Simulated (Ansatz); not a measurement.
Pulling on the O2–H3 bond in H2O2Pb (SMILES [OH][Pb][OH]) (multiplicity 1 held, fragments rigid). Energies count from the point at 0.966 Å.
Geometry at that point (charge 0, multiplicity 1):
```xyz
5

Pb     0.05785    -0.14199     0.22382
O      1.14579     1.30947    -0.81344
H      0.64588     1.61945    -1.58031
O     -1.53297     0.01325    -1.15853
H     -2.29199    -0.55789    -0.99685
```

Restricted levels (R-, RO-) in cc, def2 and unpolarised 6-31G sets keep to the state of the molecule at rest. U- levels take the lowest unrestricted solution at each point, which mixes spins at long bonds. Active spaces are followed from a long bond inwards. Levels need not reach the same state.

Frozen-core correlation. Filled d and f shells under p-block atoms count as core.

Codes used: Ansatz (Gaussian basis) for Hartree–Fock, density functionals and correlated methods. Each number belongs to the level named beside it. In def2 rows elements past Kr take small-core potentials, without spin–orbit coupling.

```json
[
 {"level": "R-PBE/def2-TZVPP", "energy at R = 3.093 Å (kJ/mol)": "609.8"},
 {"level": "R-B3LYP/def2-TZVPP", "energy at R = 3.093 Å (kJ/mol)": "?"},
 {"level": "U-B3LYP/def2-TZVPP", "energy at R = 3.093 Å (kJ/mol)": "500.4"},
 {"level": "U-wB97X-V/def2-TZVPP", "energy at R = 3.093 Å (kJ/mol)": "506.5"},
 {"level": "U-SCS-MP2/def2-TZVPP", "energy at R = 3.093 Å (kJ/mol)": "?"},
 {"level": "U-CCSD/def2-TZVPP", "energy at R = 3.093 Å (kJ/mol)": "504.8"},
 {"level": "U-CCSD(T)/def2-TZVPP", "energy at R = 3.093 Å (kJ/mol)": "511.2"},
 {"level": "FIC-NEVPT4(SD) on CASSCF(4,3)/def2-TZVPP", "energy at R = 3.093 Å (kJ/mol)": "512.6"},
 {"level": "FIC-MRCISD on CASSCF(4,3)/def2-TZVPP", "energy at R = 3.093 Å (kJ/mol)": "495.7"}
]
```

### Question
Complete the blanks.

### Answer

- R-B3LYP/def2-TZVPP, energy at R = 3.093 Å (kJ/mol): 674.7
- U-SCS-MP2/def2-TZVPP, energy at R = 3.093 Å (kJ/mol): 527.9

Doubts at one or more of the structures used: a restricted determinant that unrestricted orbitals would lower (R-PBE/def2-TZVPP, R-B3LYP/def2-TZVPP); a spin-contaminated determinant (U-B3LYP/def2-TZVPP, U-wB97X-V/def2-TZVPP, U-SCS-MP2/def2-TZVPP, U-CCSD/def2-TZVPP, U-CCSD(T)/def2-TZVPP); active orbitals that take no part (FIC-NEVPT4(SD) on CASSCF(4,3)/def2-TZVPP, FIC-MRCISD on CASSCF(4,3)/def2-TZVPP).

Ansatz is an electronic-structure program.
